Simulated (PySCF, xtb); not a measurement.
C₂H₅AlCl₂, SMILES [CH2]([Al]([Cl])[Cl])C. One conformer was computed; it need not be the lowest.

Harmonic wavenumbers (cm⁻¹) from GFN2-xTB (xtb 6.7.1) at its own minimum, in rising order: 33, 76, 121, 148, 222, 231, 414, 579, 604, 627, 912, 978, 1045, 1208, 1215, 1410, 1457, 1496, 1499, 2883, 2908, 2999, 3018, 3026.

### Question
What does ωB97X-D3(BJ)/def2-SVP in PySCF 2.14.0 give at its own minimum? (The exact figures need the calculation; the answer reports its results.)

### Answer
23, 92, 146, 152, 244, 273, 434, 596, 622, 682, 932, 966, 1058, 1244, 1248, 1412, 1435, 1481, 1492, 3057, 3063, 3104, 3148, 3155. Paired by order, the mean absolute difference is 45 cm⁻¹ and the zero-point energies are 41.6 and 43.0 kcal/mol.
